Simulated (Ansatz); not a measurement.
Ideal-gas functions of `[NH]=[Nb]([NH2])([Cl])[Cl]` at 500 K and 1 bar, from an Ansatz frequency run at PBE0-D4/def2-TZVP.

Molar mass 194.85 g/mol, point group Cs (symmetry number 1), electronic degeneracy 1, moments of inertia 218.37, 331.443, 409.672 u Å². Harmonic wavenumbers (cm⁻¹, unscaled): 105, 144, 151, 187, 243, 392, 408, 453, 502, 542, 560, 634, 729, 1033, 1543, 3555, 3639, 3673.

Use S(trans) = R[1.5 ln M + 2.5 ln T − 1.1517]; rotational temperatures θ = 24.2544 K / I; S(rot) = R[ln(√π/σ · √(T³/θAθBθC)) + 1.5]; for each mode x = 1.438777 ν̃/T, S = R[x/(eˣ − 1) − ln(1 − e⁻ˣ)] and H = RT x/(eˣ − 1); 1 cm⁻¹ = 0.0119627 kJ/mol; R = 8.31446 J/(mol·K).

Question: By hand: the entropy, in J/(mol·K).

Answer: Translation 185.4. Rotation: θ = 0.1111, 0.0732, 0.0592 K, giving 126.5. Vibration, mode by mode: 18.30, 15.70, 15.31, 13.57, 11.46, 7.74, 7.44, 6.68, 5.94, 5.41, 5.19, 4.38, 3.53, 1.77, 0.54, 0.00, 0.00, 0.00, in all 123.0. Electronic 0.0. Sum 434.9 J/(mol·K).

Question: By hand: H − E and G − E in kJ/mol, counted from the electronic energy.

Answer: Zero-point energy ½ × 18493 × 0.0119627 = 110.6; thermal vibration 31.5; translation, rotation and pV give 4 RT = 16.6. H − E = 158.7 kJ/mol, and G − E = 158.7 − 500 × 434.9/1000 = -58.8 kJ/mol.

Vibration gives 28 % of the entropy, 34.0 J/(mol·K) of it from the modes under 150 cm⁻¹: soft modes count most, and the harmonic formula is weakest for them. The sum counts one conformer and one mirror image; others add a mixing term.
